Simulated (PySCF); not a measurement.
BGeH5O2.

```xyz
9

B     -1.0146     0.1147     0.3641
Ge     0.9399    -0.1020    -0.3355
H      1.1363    -1.4538    -1.0486
H      1.3081     0.9975    -1.3514
H      1.9657    -0.0467     0.8139
O     -1.3768    -0.2696     1.6186
H     -0.6474    -0.6159     2.1406
O     -2.0054     0.6324    -0.4127
H     -1.7083     0.9056    -1.2852
```
Charge 0, spin multiplicity 1.

Geometry optimised at ωB97X-D3(BJ)/def2-SVP. This is a generated structure with no PubChem entry under its InChIKey; it may be hypothetical. Other conformers were not sampled.

The numbers are results of PBE0/pcSseg-1 (PySCF), not measurements. Non-relativistic, no solvent.

Problem. Give the absolute GIAO shielding of each atom: isotropic value and principal components (ppm). (Estimate from the structure and the level; the computed values follow.)

Solution. 
| atom | σ(iso) | σ11 | σ22 | σ33 | span |
|---|---|---|---|---|---|
| B1 | 67.9 | 53.3 | 58.5 | 91.9 | 38.7 |
| Ge2 | 1701.0 | 1643.2 | 1713.5 | 1746.5 | 103.4 |
| H3 | 27.9 | 22.5 | 22.6 | 38.8 | 16.3 |
| H4 | 28.1 | 22.1 | 23.1 | 39.1 | 17.0 |
| H5 | 28.2 | 22.1 | 23.2 | 39.2 | 17.1 |
| O6 | 154.0 | -22.0 | 240.1 | 244.1 | 266.1 |
| H7 | 26.8 | 21.4 | 25.7 | 33.2 | 11.7 |
| O8 | 154.8 | -21.1 | 240.8 | 244.5 | 265.6 |
| H9 | 26.8 | 21.5 | 25.7 | 33.2 | 11.7 |
